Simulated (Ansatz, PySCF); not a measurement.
Isomers of CH4Si: 1 is C=[SiH2], 2 is C[SiH]; one conformer of each (the lowest of an xTB search), B3LYP-D3(BJ)/def2-TZVP minima.
Isomer 1 (charge 0, multiplicity 1):
```json
[
 {"atom": "C", "x (Å)": "-0.9216", "y (Å)": "-0.0324", "z (Å)": "-0.0318"},
 {"atom": "Si", "x (Å)": "0.7772", "y (Å)": "0.0273", "z (Å)": "0.0269"},
 {"atom": "H", "x (Å)": "-1.5409", "y (Å)": "0.7742", "z (Å)": "0.3386"},
 {"atom": "H", "x (Å)": "-1.4558", "y (Å)": "-0.8795", "z (Å)": "-0.4421"},
 {"atom": "H", "x (Å)": "1.6282", "y (Å)": "-1.0653", "z (Å)": "-0.4748"},
 {"atom": "H", "x (Å)": "1.5129", "y (Å)": "1.1757", "z (Å)": "0.5833"}
]
```
Isomer 2 (charge 0, multiplicity 1):
```xyz
6

C     -0.52342    -0.01103     0.08841
Si     1.25161    -0.02817     0.76974
H     -0.68338     0.89629    -0.50688
H     -1.28830    -0.06361     0.86307
H     -0.66346    -0.84838    -0.60606
H      1.90695     0.05491    -0.60829
```

Quantity: the electronic energy of isomer 2 less that of isomer 1.

No zero-point or thermal terms.

Correlated levels freeze the cores. CBS: X⁻³ extrapolation of the correlation energy, Hartree–Fock from the larger set.

Codes used: Ansatz (an electronic-structure program) with Gaussian orbitals; PySCF for the dispersion terms. Values without a source in brackets are computed.

Costs are ratios of core time to PBE/def2-TZVPP (roughly 2.7 s), for whole runs (searches for the state included, and forces where a run took them) on one shared machine, so rough; each difference counts from 12.9 kJ/mol (CCSD(T)/CBS(cc-pV(T+d)Z, cc-pV(Q+d)Z), a level with limits of its own).

A star marks coupled-cluster runs past 200 virtual orbitals, where the program's memory plan changes under this machine's limit, so their costs aren't comparable with smaller runs.

| level | basis functions | cost | difference (kJ/mol) |
|---|---|---|---|
| CCSD(T)/cc-pV(D+d)Z | 57 | ×1 | -6.6 |
| BLYP-D3(BJ)/def2-TZVPP | 129 | ×1 | 2.4 |
| PBE/def2-TZVPP | 129 | ×1 | 0.7 |
| PBE0/def2-TZVPP | 129 | ×1 | -5.4 |
| BHLYP/def2-TZVPP | 129 | ×1 | -9.4 |
| BHLYP-D3(BJ)/def2-TZVPP | 129 | ×1 | -9.0 |
| CAM-B3LYP/def2-TZVPP | 129 | ×1 | -5.7 |
| CAM-B3LYP-D3(BJ)/def2-TZVPP | 129 | ×1 | -5.5 |
| wB97X-V/def2-TZVPP | 129 | ×3 | -8.2 |
| wB97M-V/def2-TZVPP | 129 | ×3 | -12.2 |
| CCSD(T)/cc-pV(T+d)Z | 125 | ×8 | -5.7 |
| CCSD(T)/cc-pV(Q+d)Z | 239 | ×80* | -1.2 |
